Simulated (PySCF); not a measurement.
How methods differ on the fine-structure interval of Er⁶³⁺

Er⁶³⁺ [He] 2s2 2p1 [2p1/2^1, M_J = 1/2] → Er⁶³⁺ [He] 2s2 2p1 [2p3/2^1, M_J = 3/2], as a difference of total energies. All numbers are calculated (PySCF 2.14, the two-component X2C-1e Hamiltonian, in an uncontracted even-tempered set (17 s from 47 bohr⁻², ratio 2.4; 13 p from 60 bohr⁻², ratio 2.4; 5 d from 190 bohr⁻², ratio 2.6; 4 f from 290 bohr⁻², ratio 2.6)). Correlated levels: nothing frozen; the 30 highest virtual spinors dropped. "Screened" scales the spin-orbit matrix elements by Boettger's factors to mimic the two-electron term; Breit and QED terms are absent.

```tsv
method	fine-structure interval (cm⁻¹)
GHF (screened spin-orbit)	8132200
GMP2 (screened spin-orbit)	8115500
GHF (bare spin-orbit)	8401900
```
